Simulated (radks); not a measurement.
Values are calculated unless marked as measured or tabulated.
Task: All-electron atom: Au in [Xe] 4f14 5d10 6s1. Level of theory: Dirac Kohn-Sham, Slater X-alpha with alpha = 1.011, spin-unpolarised, spherical densities, point nucleus (a radial shooting solver on a logarithmic mesh with Libxc functionals). Some entries of the table are withheld. Estimate them.

orbital,occ.,eigenvalue (eV),<r^2> (bohr^2)
1s1/2,2,-81019.50,0.0003919
2s1/2,2,-14347.85,0.005901
2p1/2,2,-13781.71,0.004168
2p3/2,4,-11925.09,0.005351
3s1/2,2,-3404.791,0.03822
3p1/2,2,-3146.348,0.03477
3p3/2,4,-2734.810,0.04114
3d3/2,4,(1),0.03146
3d5/2,6,(2),0.03319
4s1/2,2,-748.2612,0.1846
4p1/2,2,(3),0.1878
4p3/2,4,(4),0.2198
4d3/2,4,-353.4365,(5)
4d5/2,6,-334.7397,(6)
5s1/2,2,-114.9782,0.9408
4f5/2,6,-96.9660,(7)
4f7/2,8,-92.9155,(8)
5p1/2,2,-78.1879,1.101
5p3/2,4,-60.8923,1.330
5d3/2,4,-11.6537,2.594
5d5/2,6,-9.9165,2.849
6s1/2,1,-7.4452,8.078

Result: 
(1) 3d3/2 eigenvalue (eV): -2301.648
(2) 3d5/2 eigenvalue (eV): -2212.636
(3) 4p1/2 eigenvalue (eV): -636.7406
(4) 4p3/2 eigenvalue (eV): -537.3930
(5) 4d3/2 <r^2> (bohr^2): 0.2306
(6) 4d5/2 <r^2> (bohr^2): 0.2419
(7) 4f5/2 <r^2> (bohr^2): 0.2819
(8) 4f7/2 <r^2> (bohr^2): 0.2898
